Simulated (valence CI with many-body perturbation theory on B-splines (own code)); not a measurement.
# Basis-set convergence for Tm47+

Calculated by valence CI with perturbative core correlation (CI+MBPT): four valence electrons over a frozen Dirac-Fock core [Ar], a basis of 7 s, 7 p, 8 d, 6 f, 4 g, 1 h functions for each j, with the one-electron correlation potential Σ1 (screened to all orders), the two-electron term Σ2, the three-electron term Σ3, Breit, model QED; selected single and double excitations, second order for the rest, scaled by the run's own slope (own B-spline code, finite nucleus).

The last digits are not significant, and no measured levels were compared; by estimate large intervals hold to a few tenths of a per cent, small ones and those within an open d or f shell to about a per cent. Only levels of the ground parity were solved; by the run's estimate the other parity begins above the list, which can be wrong where configurations are misplaced.

The reference run has the lowest level (3d3/2^4) J=0 and an ionisation energy of 4076.08 eV. Its largest variational space holds 17302 state functions.

Levels are named by their leading jj configuration (3d3/2^4 stands for four electrons in 3d with j = 3/2), which in mixed levels can hold well under half, so a name can repeat and another be missing. Letters in brackets count levels of one name in rising energy.

Changed runs:
A. basis 6 s, 6 p, 5 d, 5 f, 1 g
B. basis 5 s, 5 p, 4 d, 4 f

Excitation energies of the reference run in cm⁻¹, and shifts in cm⁻¹:

| Level | Reference | A | B |
| --- | --- | --- | --- |
| (3d3/2^3 3d5/2) J=1 | 355541 | -245 | -421 |
| (3d3/2^3 3d5/2) J=4 | 445134 | +19 | +298 |
| (3d3/2^3 3d5/2) J=2 | 461040 | -96 | +175 |
| (3d3/2^3 3d5/2) J=3 | 487972 | -32 | +349 |
| (3d3/2^2 3d5/2^2) J=0 [a] | 775832 | -256 | -471 |
| (3d3/2^2 3d5/2^2) J=2 [a] | 785469 | -194 | -36 |
| (3d3/2^2 3d5/2^2) J=4 [a] | 797184 | -214 | -157 |
| (3d3/2^2 3d5/2^2) J=3 [a] | 812003 | -236 | -94 |
| (3d3/2^2 3d5/2^2) J=5 | 841564 | -79 | +294 |
| (3d3/2^2 3d5/2^2) J=6 | 863222 | +18 | +560 |
| (3d3/2^2 3d5/2^2) J=1 | 874530 | -85 | +353 |
| (3d3/2^2 3d5/2^2) J=3 [b] | 902888 | +13 | +727 |
| Ionisation energy (eV) | 4076.08 | -0.09 | -0.14 |
